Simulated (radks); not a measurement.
Values are calculated unless marked as measured or tabulated.
Q: The praseodymium ion Pr19+, configuration [Kr] 4d4. Level of theory: Dirac Kohn-Sham, BLYP, spin-unpolarised, spherical densities, finite nucleus; open shells fill j = l - 1/2 first; Fermi nuclear charge, rms radius 4.8919 fm (a radial shooting solver on a logarithmic mesh with Libxc functionals). Some entries of the table are withheld. Estimate them.

orbital  occ.  eigenvalue (eV)  <r^2> (bohr^2)  r(max) (bohr)
1s1/2       2        -42273.72       0.0007896        0.01541
2s1/2       2        -7211.849         0.01246        0.08739
2p1/2       2              (1)        0.009122        0.06649
2p3/2       4              (2)         0.01038        0.07184
3s1/2       2        -1927.528         0.08389            (3)
3p1/2       2        -1771.760             (4)            (5)
3p3/2       4        -1675.068             (6)            (7)
3d3/2       4              (8)         0.06965         0.1976
3d5/2       6              (9)         0.07168         0.2008
4s1/2       2        -723.7840          0.3897         0.5631
4p1/2       2        -662.9991          0.4029         0.5671
4p3/2       4        -638.4439          0.4314         0.5883
4d3/2       4        -537.1956          0.4562           (10)
4d5/2       0        -532.3097          0.4650           (11)

A: 
(1) 2p1/2 eigenvalue (eV): -6844.504
(2) 2p3/2 eigenvalue (eV): -6361.836
(3) 3s1/2 r(max) (bohr): 0.2487
(4) 3p1/2 <r^2> (bohr^2): 0.07874
(5) 3p1/2 r(max) (bohr): 0.2354
(6) 3p3/2 <r^2> (bohr^2): 0.08598
(7) 3p3/2 r(max) (bohr): 0.2469
(8) 3d3/2 eigenvalue (eV): -1404.463
(9) 3d5/2 eigenvalue (eV): -1383.502
(10) 4d3/2 r(max) (bohr): 0.5897
(11) 4d5/2 r(max) (bohr): 0.5960
